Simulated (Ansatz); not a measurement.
Consider the ligand exchange at the In–O bond: `C[O][In]([OH])[O][SiH3]` + H₂S → `C[O][In]([OH])[SH]` + `O[SiH3]`.

Isolated molecules relaxed with PBE0-D4/def2-TZVP in Ansatz; ΔE leaves out vibrations. CCSD(T)/CBS is the MP2 limit (def2-TZVPP, def2-QZVPP) plus CCSD(T) − MP2 in def2-TZVPP, frozen cores. This one scheme is used for every species. Functionals use def2-TZVPP. def2 core potentials past Kr. For In outer-core shells are correlated without core-valence functions, which leaves a few kJ/mol of doubt a bond. Each species was taken in one conformer, which may not be the lowest.

```csv
level,ΔE (kJ/mol)
B2PLYP,-51.9
PBE,-60.3
SCS-MP2/def2-TZVPP,-46.5
CCSD/def2-TZVPP,-47.6
CCSD(T)/def2-TZVPP,-47.0
HF/def2-QZVPP,-49.6
HF/CBS(def2),-49.3
MP2/CBS(def2),-52.1
```

Problem. What does CCSD(T)/CBS give? (Best estimate.)

Solution. Ansatz gave: -47.9 kJ/mol. The listed levels differ from it by -4.0, -12.4, 1.4, 0.3, 0.9, -1.7, -1.4, -4.2 kJ/mol.

Largest T1 diagnostic among the species: 0.016.

The D4 term adds +4.9 kJ/mol with B3LYP and +3.1 kJ/mol with PBE0; it sums over pairs of atoms, weighted by their polarisabilities, and B3LYP, whose exchange is more repulsive, gets the larger term.

B3LYP here is the variant with VWN-RPA as its local correlation; programs differ in this.
